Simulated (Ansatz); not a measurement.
C$_{2}$H$_{6}$ClFSi (`FC(Cl)C[SiH3]`) at its PBE0-D4/def2-TZVP geometry, where that method's forces vanish. The species carries charge 0 and has multiplicity 1.

```csv
atom,x (Å),y (Å),z (Å)
F1,1.2387,0.5071,-1.4673
C2,0.1946,1.0747,-0.7958
Cl3,-0.7317,2.0675,-1.9572
C4,-0.6578,0.0146,-0.1624
Si5,0.3034,-1.1179,1.0085
H6,0.6077,1.7800,-0.0729
H7,-1.4595,0.4999,0.4004
H8,-1.1297,-0.5851,-0.9458
H9,1.2244,-2.0082,0.2621
H10,1.0850,-0.2908,1.9664
H11,-0.6752,-1.9419,1.7640
```

**Question.** For each bond, give half the difference of the two atoms' forces along it (eV/Å; positive pushes the atoms apart) under PBE-D4, r2SCAN-D4, B3LYP-D4, ωB97M-V in def2-TZVPP. (Estimate.)

**Answer.** Computed: 
```
   bond  length (Å)  PBE-D4  r2SCAN-D4  B3LYP-D4  ωB97M-V
  F1–C2       1.365    0.56       0.31      0.38     0.27
 C2–Cl3       1.787    0.25       0.24      0.27     0.00
  C2–C4       1.500   -0.07      -0.01      0.05     0.13
  C2–H6       1.091    0.06      -0.12     -0.22    -0.19
 C4–Si5       1.891   -0.01       0.00      0.09     0.02
  C4–H7       1.093    0.09      -0.02     -0.08    -0.07
  C4–H8       1.094    0.11      -0.03     -0.08    -0.07
 Si5–H9       1.483    0.07      -0.03     -0.08    -0.11
Si5–H10       1.487    0.07      -0.03     -0.07    -0.10
Si5–H11       1.486    0.07      -0.02     -0.09    -0.11
```

B3LYP here is the variant with VWN-RPA as its local correlation; programs differ in this.
